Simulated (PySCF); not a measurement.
H$_{2}$Cl$_{2}$F$_{2}$OSi$_{2}$ (SMILES F[SiH](F)O[SiH](Cl)Cl), singlet, at a GFN2-xTB geometry. Base run: CASSCF(2,4)/STO-3G in PySCF.

The PySCF input:
```python
from pyscf import gto, scf, mcscf
import numpy

mol = gto.M(
    atom='''
Si   -1.65220139    0.42464253    1.03776719
F    -2.55363289   -0.86520562    0.82476247
F    -2.56927324    1.62112510    0.54315493
O    -0.42552575    0.34518978    0.01756315
Si    0.85904466   -0.05107755   -0.88733255
Cl    2.37408838    1.07205851   -0.23750948
Cl    1.23572617   -1.99176739   -0.62773100
H    -1.22908131    0.57371996    2.39796262
H     0.47678978    0.26662796   -2.24672163
''',
    basis='sto-3g',
    verbose=4,
)

mf = scf.RHF(mol)
mf.kernel()
mc = mcscf.CASSCF(mf, 4, 2)
mc.fix_spin_(ss=0.0)
mc.kernel()
occ = numpy.linalg.eigvalsh(mc.fcisolver.make_rdm1(mc.ci, mc.ncas, mc.nelecas))[::-1]
ss = mc.fcisolver.spin_square(mc.ci, mc.ncas, mc.nelecas)[0]
print('natural occupations', occ.round(4), ' <S^2>', round(ss, 4))
```

Each row names what was changed in the base input (with any setting that the change needs).

```json
[
 {"change": "base", "ΔE vs base (kcal/mol)": "0.000", "natural occupations": "1.99 0.01 0.00 0.00", "<S^2> of the state": "0.00", "core-seconds (rough)": "20"},
 {"change": "fix_spin_ = off", "ΔE vs base (kcal/mol)": "0.000", "natural occupations": "1.99 0.01 0.00 0.00", "<S^2> of the state": "0.00", "core-seconds (rough)": "20"},
 {"change": "active space = 4 electrons, 5 orbitals", "ΔE vs base (kcal/mol)": "-8.91", "natural occupations": "1.99 1.98 0.02 0.01 0.00", "<S^2> of the state": "0.00", "core-seconds (rough)": "10"},
 {"change": "solver = newton", "ΔE vs base (kcal/mol)": "-1.96", "natural occupations": "1.98 0.02 0.00 0.00", "<S^2> of the state": "0.00", "core-seconds (rough)": "5"},
 {"change": "active space = 4 electrons, 6 orbitals", "ΔE vs base (kcal/mol)": "-9.22", "natural occupations": "1.99 1.98 0.02 0.01 0.00 0.00", "<S^2> of the state": "0.00", "core-seconds (rough)": "30"},
 {"change": "orbitals = fixed (CASCI)", "ΔE vs base (kcal/mol)": "6.90", "natural occupations": "2.00 0.00 0.00 0.00", "<S^2> of the state": "0.00", "core-seconds (rough)": "0.9"},
 {"change": "conv_tol = 1e-5", "ΔE vs base (kcal/mol)": "0.009", "natural occupations": "1.99 0.01 0.00 0.00", "<S^2> of the state": "0.00", "core-seconds (rough)": "10"},
 {"change": "active space = 8 electrons, 8 orbitals", "ΔE vs base (kcal/mol)": "-21.35", "natural occupations": "1.99 1.99 1.99 1.98 0.02 0.02 0.01 0.01", "<S^2> of the state": "0.00", "core-seconds (rough)": "30"},
 {"change": "correction = SC-NEVPT2", "ΔE vs base (kcal/mol)": "-81.6", "natural occupations": "1.99 0.01 0.00 0.00", "<S^2> of the state": "0.00", "core-seconds (rough)": "20"},
 {"change": "state_average = 2 states", "ΔE vs base (kcal/mol)": "14.31", "natural occupations": "-", "<S^2> of the state": "-", "core-seconds (rough)": "3"},
 {"change": "start = MP2 natural orbitals", "ΔE vs base (kcal/mol)": "0.000", "natural occupations": "1.99 0.01 0.00 0.00", "<S^2> of the state": "0.00", "core-seconds (rough)": "7"}
]
```

Active orbitals are taken around the Fermi level unless the row says otherwise; CASSCF can end in different local minima, and two programs can end on different orbitals. State-averaged rows give the lowest state.
